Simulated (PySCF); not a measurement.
Peak assignment

Bonds: C1-C2 1.200 Å, C2-C3 1.421 Å, C3-C4 1.339 Å, C3-C5 1.475 Å, C5-N6 1.259 Å, C5-C7 1.523 Å, C7-F8 1.346 Å, C7-F9 1.328 Å, C7-F10 1.346 Å. C1 carries H11; C4 carries H12, H13; N6 carries H14.

[PySCF: shielding tensors at PBE0/pcSseg-1 (GIAO); GFN2-xTB structure; no relativistic terms; averaged over atoms made equivalent by symmetry, fast rotation or ring inversion; no solvent model; one computed conformer]

References, each an isolated molecule treated in the same way: $^{13}$C (σ = 186.93 ppm), $^{1}$H (σ = 31.72 ppm) against TMS.

Problem. Assign these signals to the numbered atoms. $^{13}$C{$^{1}$H} NMR (computed): δ 164.2, 143.7, 129.8, 127.3, 93.0, 82.7.

Solution. 
```tsv
δ (ppm)	atoms	environment	reason
164.2	C5	carbon bonded to 2 C, N	–
143.7	C4	carbon bonded to C, 2 H	–
129.8	C7	carbon bonded to C, 3 F	–
127.3	C3	carbon bonded to 3 C	–
93.0	C1	carbon bonded to C, H	–
82.7	C2	carbon bonded to 2 C	–
```

Problem. Assign these signals to the numbered atoms. $^{1}$H NMR (400 MHz, computed): δ 12.44 (br s, 1H), 6.84 (m, 1H), 6.79 (m, 1H), 2.94 (s, 1H).

Solution. 
12.44 → H14, hydrogen on a nitrogen bonded to C
6.84 → H13, hydrogen on a carbon bonded to C
6.79 → H12, hydrogen on a carbon bonded to C
2.94 → H11, hydrogen on a carbon bonded to C

H13 and H12 lie closer than the usual error of such a calculation, so a measured spectrum could show them in the other order.

OH/NH shifts are gas-phase values; hydrogen bonding in solution moves them, usually downfield. Splittings by $^{19}$F in the carbon and heteronuclear signals aren't shown, as no couplings were computed. Shifts are as computed. Against solution values, carbons near 30 ppm lie about +3 ppm off and those near 130 ppm about +5 ppm. Of 1211 compounds with measured shifts, 218 miss one by over three times the rms of a fit or turn the order of signals round; such compounds aren't used in these exercises. No couplings were computed; multiplicities are counted from neighbouring protons, with m where these are inequivalent, close in shift, in a saturated or five-membered ring or joined by F or P, and br s for small geminal =CH2 splittings.
